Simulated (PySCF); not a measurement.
This PySCF input asks for the NMR shieldings of SMILES C=CCN(C)N1CCCC1, C$_{8}$H$_{16}$N$_{2}$; the geometry comes from GFN2-xTB.

```python
import basis_set_exchange as bse
import numpy as np
from pyscf import gto, dft
from pyscf.prop import nmr

atoms = """
C     4.056950   -0.252698   -0.351232
C     2.883595   -0.558879    0.169060
C     1.668025    0.309184    0.089805
N     0.492408   -0.495410   -0.249159
C     0.600910   -0.930590   -1.627448
N    -0.692260    0.336928   -0.019881
C    -1.902065   -0.137487   -0.675536
C    -3.007238    0.516816    0.142513
C    -2.511153    0.282130    1.567183
C    -0.987241    0.381034    1.421401
H     4.212766    0.665189   -0.894946
H     4.913809   -0.896850   -0.250383
H     2.738866   -1.483857    0.711056
H     1.495808    0.748419    1.075758
H     1.821794    1.131703   -0.626807
H     1.551925   -1.451600   -1.728578
H     0.585542   -0.094793   -2.341904
H    -0.197030   -1.627310   -1.872627
H    -2.007882   -1.232531   -0.621432
H    -1.912058    0.173711   -1.721456
H    -3.984872    0.079377   -0.050843
H    -3.043414    1.584277   -0.074452
H    -2.796850   -0.715251    1.903246
H    -2.904560    1.008203    2.276332
H    -0.477393   -0.435276    1.945260
H    -0.619430    1.332652    1.818344
"""
names = dict.fromkeys(["C", "N", "H"], "pcSseg-1")
basis = {el: gto.basis.parse(bse.get_basis(n, elements=[el], fmt="nwchem")) for el, n in names.items()}
mol = gto.M(atom=atoms, basis=basis, charge=0, verbose=0)
mf = dft.RKS(mol, xc="PBE0")
mf.grids.level = 2
mf.grids.alignment = dft.numint.BLKSIZE   # the property module wants whole blocks of grid points
mf.conv_tol = 1e-9
mf.kernel()

calc = nmr.RKS(mf)   # GIAO
C = mf.mo_coeff
Co = C[:, mf.mo_occ > 0]
resp = mf.gen_response(singlet=True, hermi=2)
def vind(x):   # induced exchange potential for any number of trial vectors
    d = np.einsum("pi,xij,qj->xpq", C, 2 * x.reshape(-1, C.shape[1], Co.shape[1]), Co, optimize=True)
    return np.einsum("xpq,pi,qj->xij", resp(d - d.transpose(0, 2, 1)), C, Co, optimize=True).ravel()
mo1, _ = nmr.rhf.solve_mo1(calc, with_cphf=vind)
sigma = calc.kernel(mo1)
for i, s in enumerate(sigma):   # ppm
    print("%2d %-2s %9.2f" % (i, mol.atom_pure_symbol(i), np.trace(s) / 3))
```

Question: Give the expected output.

Answer: 
```
 0 C      64.49
 1 C      37.86
 2 C     119.84
 3 N     138.28
 4 C     144.91
 5 N     142.60
 6 C     132.26
 7 C     157.76
 8 C     160.42
 9 C     130.19
10 H      26.15
11 H      26.36
12 H      25.44
13 H      27.87
14 H      29.08
15 H      29.05
16 H      29.76
17 H      28.86
18 H      29.02
19 H      28.58
20 H      29.96
21 H      29.81
22 H      29.90
23 H      29.97
24 H      29.03
25 H      28.29
```

These numbers come from an equivalent density-fitted implementation of the same equations, which agrees with the script to about 0.01 ppm for H and up to a few tenths of a ppm for heavy atoms, so last digits may differ.

Question: Turn these shieldings into chemical shifts. Referencing at the same level of theory: ¹³C (σ = 186.93 ppm) and ¹H (σ = 31.72 ppm) against TMS; ¹⁵N (σ = 267.73 ppm) against NH3.

Answer: Averaging equivalent atoms: C 1: 149.1; C 0: 122.4; C 2: 67.1; C 6/9: 55.7; C 4: 42.0; C 7/8: 27.8; N 3: 129.5; N 5: 125.1; H 12: 6.27; H 10: 5.57; H 11: 5.35; H 13/14: 3.24; H 18/19/24/25: 2.99; H 15/16/17: 2.49; H 20/21/22/23: 1.80 ppm. Experimental scales use liquid or dissolved standards, which lie at an offset from isolated NH3 (liquid NH3: subtract about 20 ppm).

Size and cost of the density-fitted run: 250 basis functions, about 4 core-minutes.
